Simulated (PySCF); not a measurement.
C₂H₆MgSe, SMILES C[CH2][Mg][SeH].

Geometry optimised at B3LYP-D3(BJ)/def2-SVP. The structure was generated by enumeration; whether it is a known compound was not checked. The values are those of a single conformer.

The numbers are results of PySCF with PBE/def2-TZVP, not measurements.

Gas-phase values at a fixed geometry.

```
Property                                                                                                        Result
---------------------------------------------------------------------------------------------  -----------------------
total energy                                                                                       -2680.91308 hartree
highest occupied level                                                                                        -5.51 eV
lowest empty level                                                                                            -1.71 eV
orbital gap                                                                                                    3.80 eV
dipole moment                                                                                                   1.79 D
quadrupole, principal values (traceless, Buckingham form, about the centre of nuclear charge)   -10.68, 2.35, 8.33 D·Å
mean static polarisability                                                                       88.8 bohr³ (13.15 Å³)
polarisability, principal values                                                               72.2, 72.4, 121.8 bohr³
```
